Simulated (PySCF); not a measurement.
CH$_{5}$B$_{2}$Si, CH$_{4}$BClSi, FH$_{3}$NSi (calculated)

Computed with PySCF 2.14.0. Calculation on a computer-drawn molecule: the log of a Hartree-Fock and frozen-core CCSD(T) single point meant for a local Hartree-Fock minimum, with one planted fault or none, to be diagnosed. Offsets are logged minus clean, where the clean run is the same molecule without the fault. The reference is restricted for singlets and unrestricted otherwise, and also for a bond in bohr or an excited solution. Adding or removing an electron swaps singlet and doublet. The excited solution moves the top pair (singlet) or top alpha electron (doublet) to the lowest empty orbital. Highest occupied and lowest empty are orbital energies over both spins, largest force is the largest gradient component, triples share is (T) over the correlation energy, the T1 limit is 0.02 restricted and 0.045 unrestricted, electrons count all cores, a negative frequency is imaginary (commonest isotopes), and the dipole is about the centre of nuclear charge.

Common to all runs: logged SCF converged yes; possible faults no fault, one electron removed, one electron added, multiplicity raised by two, geometry at a saddle point, SCF held on an excited solution, minimal basis STO-3G, one bond length entered in bohr, all coordinates scaled.

(1) 
```xyz
9
formula=CH5B2Si meant_charge=0 meant_multiplicity=2 meant_basis=cc-pV(D+d)Z logged_electrons=35 logged_basis_functions=90 logged_spin_squared=0.7651 logged_highest_occupied=-8.7137 logged_lowest_empty=-0.16253 logged_largest_force=3.335e-05 logged_lowest_frequency=127.42 logged_T1_diagnostic=0.01679 logged_D1_diagnostic=0.057548 logged_triples_share=0.034289 logged_CC_converged=yes logged_dipole_magnitude=0.82971 logged_SCF_stable_within_its_kind=yes logged_energy_HF=-378.97115 logged_energy_CCSD(T)=-379.41408 planted_fault=no_fault HF_energy_offset_from_clean_run=0 CCSD(T)_energy_offset_from_clean_run=0
B      0.8973     0.2949    -0.4625
Si    -1.0473     0.4558    -0.1137
B     -2.1929    -1.0592     0.3892
C     -2.9837    -2.1436     0.7429
H      1.4305    -0.7725    -0.3683
H      1.5440     1.2561    -0.7663
H     -1.7216     1.7647    -0.2275
H     -3.1390    -2.4336     1.7776
H     -3.4883    -2.7571     0.0027
```

Units: logged_highest_occupied, logged_lowest_empty in eV; logged_largest_force in hartree/bohr; logged_lowest_frequency in cm⁻¹; logged_dipole_magnitude in debye; logged_energy_HF, logged_energy_CCSD(T) in hartree; HF_energy_offset_from_clean_run, CCSD(T)_energy_offset_from_clean_run in kcal/mol.

Drawn bonds:
```
atom  other atom  order
   1           2      1
   2           3      1
   3           4      2
   1           5      1
   1           6      1
   2           7      1
   4           8      1
   4           9      1
```

(2) 
```xyz
8
formula=CH4BClSi meant_charge=0 meant_multiplicity=1 meant_basis=cc-pV(D+d)Z logged_electrons=46 logged_basis_functions=94 logged_spin_squared=2.0052 logged_highest_occupied=-8.1608 logged_lowest_empty=-0.071063 logged_largest_force=0.028821 logged_T1_diagnostic=0.016155 logged_D1_diagnostic=0.06387 logged_triples_share=0.029841 logged_CC_converged=yes logged_dipole_magnitude=2.0894 logged_SCF_stable_within_its_kind=yes logged_energy_HF=-813.28572 logged_energy_CCSD(T)=-813.7783 planted_fault=multiplicity_raised_by_two HF_energy_offset_from_clean_run=17.48 CCSD(T)_energy_offset_from_clean_run=31.77
Si     1.0084    -1.3163     1.2550
C      0.6763    -0.6769    -0.5347
B      1.9370    -0.8186    -1.4183
Cl     3.1177     0.5122    -1.5173
H      1.8813    -2.4962     0.8590
H      0.2465     0.3240    -0.4813
H     -0.1004    -1.3904    -0.8578
H      2.2187    -1.8150    -2.0106
```

Units: logged_highest_occupied, logged_lowest_empty in eV; logged_largest_force in hartree/bohr; logged_dipole_magnitude in debye; logged_energy_HF, logged_energy_CCSD(T) in hartree; HF_energy_offset_from_clean_run, CCSD(T)_energy_offset_from_clean_run in kcal/mol.

Drawn bonds:
```
atom  other atom  order
   1           2      1
   2           3      1
   3           4      1
   1           5      1
   2           6      1
   2           7      1
   3           8      1
```

(3) 
```xyz
6
formula=FH3NSi meant_charge=-1 meant_multiplicity=1 meant_basis=aug-cc-pV(D+d)Z logged_electrons=34 logged_basis_functions=105 logged_spin_squared=0 logged_highest_occupied=0.65394 logged_lowest_empty=-0.41338 logged_largest_force=0.1504 logged_CC_converged=no logged_dipole_magnitude=5.0971 logged_SCF_stable_within_its_kind=no logged_energy_HF=-444.3315 planted_fault=SCF_held_on_an_excited_solution HF_energy_offset_from_clean_run=200.9
N      2.0274    -1.3622     1.3995
Si     0.9440    -0.8334     0.0514
F      2.0863    -0.3692    -1.1359
H      2.8252    -0.7820     1.5926
H      2.3370    -2.3130     1.3345
H      0.7089     0.5956     0.5868
```

Units: logged_highest_occupied, logged_lowest_empty in eV; logged_largest_force in hartree/bohr; logged_dipole_magnitude in debye; logged_energy_HF in hartree; HF_energy_offset_from_clean_run in kcal/mol.

Drawn bonds:
```
atom  other atom  order
   1           2      1
   2           3      1
   1           4      1
   1           5      1
   2           6      1
```

Notes: CCSD not converged; highest electron not bound in this basis.
